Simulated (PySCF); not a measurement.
# W(OH)2, singlet: computed properties

All numbers come from PBE0/[W def2-SVP with ECP60, O def2-SVP, H def2-SVP], scalar-relativistic core potentials, density fitting, no spin–orbit coupling, PySCF.

The structure is a minimum.

* Point group: D∞h
* Bond lengths: O–H 0.957 Å (×2), W–O 1.827 Å (×2)
* Bond angles: H–O–W 180.0° (×2), O–W–O 180.0°
* Zero-point energy: 70.7 kJ/mol
* Dipole moment: 0.00 D
* Highest occupied level: -5.21 eV
* Rotational symmetry number: 2
* Rotational constants: 0.1377 cm⁻¹
* Lowest empty level: -2.40 eV
* Atomisation energy without zero-point energy: 1734 kJ/mol
* Principal quadrupole moments (Buckingham, traceless) about the centre of mass: -9.19, -9.19, 18.39 D Å
* Principal polarisabilities: 59.4, 59.4, 59.6 bohr³
* Heat capacity Cp at 298.15 K: 70.8 J/(mol K)
* Enthalpy at 298.15 K above 0 K: 15.73 kJ/mol
* Entropy at 298.15 K and 1 bar: 296.3 J/(mol K)

Harmonic modes (masses in u: W 183.951, O 15.995, H 1.008):
```tsv
symmetry	ω (cm⁻¹)	IR (km/mol, summed over degenerate members)	μ (u)
πu	37	95.8	2.67
πu	522	258	1.51
πg	544	0.0	1.14
σu+	774	218	9.85
σg+	824	0.0	8.25
σu+	4008	789	1.07
σg+	4013	0.0	1.07
```

In D∞h the vibrations span 2πu + πg + 2σu+ + 2σg+. The πg, σg+ modes carry no infrared intensity, as symmetry demands. With a centre of inversion only u modes can be infrared active and only g modes Raman active.

Charges (e):
```csv
atom,Mulliken,Löwdin,polar tensor,Mayer order to W1
W1,0.38,-0.08,0.63,–
"O2,3",-0.41,-0.07,-0.70,1.25
"H4,5",0.22,0.12,0.38,0.03
```
Other Mayer orders above 0.3: O–H 0.93 (×2).

Mulliken populations on W1 (electrons outside its core potential): s 3.47, p 6.21, d 3.84, f 0.09.

Only a few start shapes were tried, so a lower isomer may exist. At this level a triplet minimum of D∞h symmetry lies 91 kJ/mol below this structure. At the minimum of this search the closed-shell solution is unstable towards spin polarisation, so a lower open-shell solution exists. No spin–orbit coupling is included, which matters more the heavier the element.

The final relaxation and frequency run took 43 s on 2 threads of a shared Arm Neoverse N1 host, with 70 basis functions and 13 gradients; the process peaked at 0.98 GiB. Launch command: `OMP_NUM_THREADS=2 python axn.py task.json out`.
